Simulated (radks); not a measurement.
Results of a calculation; reference values are marked as such.
Problem. These are the eigenvalues of the occupied orbitals of an atom or ion with whole-number occupations (Ry). Code: a radial shooting solver on a logarithmic mesh with Libxc functionals. Model: Dirac Kohn-Sham, RPBE, spin-unpolarised, spherical densities, point nucleus.

orbital  eigenvalue
1s1/2     -4501.511
2s1/2     -766.7956
2p1/2     -731.4870
2p3/2     -654.5343
3s1/2     -177.1596
3p1/2     -161.6108
3p3/2     -145.2770
3d3/2     -118.8789
3d5/2     -115.3113
4s1/2     -39.29260
4p1/2     -32.99880
4p3/2     -29.28516
4d3/2     -18.93746
4d5/2     -18.25665
5p1/2      -6.84233
5p3/2      -6.24993
4f5/2      -5.56746
4f7/2      -5.45624
6p1/2      -2.44604
6p3/2      -2.32359

Which element is it, and in what charge state? The configuration may be excited. Open shells, if any, are shared by 2j + 1.

Solution. Z = 70, ytterbium, charge +4: Yb4+ in [Kr] 4d10 4f12 5p6 6p2. The list shows which subshells hold electrons but not how many an open one holds; the 1s level, -2250.8 hartree, gives Z - s = 67.1 by -(Z - s)^2/2, which with screening and relativity narrows Z to a few neighbours, and the depths of the outer levels then fix element, charge and occupations together.
